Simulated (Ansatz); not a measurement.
Species: [Ti(F)(OH)3] (charge 0, multiplicity 1), formula H3FO3Ti.

### Question
How many basis functions does frozen-core CCSD(T)/def2-TZVPP // BP86-D3(BJ)/def2-SVP (Ansatz, a first-principles code) use, how many core orbitals are frozen, and how many electrons are correlated?

### Answer
230 basis functions and 9 frozen orbitals, which leaves 40 correlated electrons. Core time is of the order of minutes.
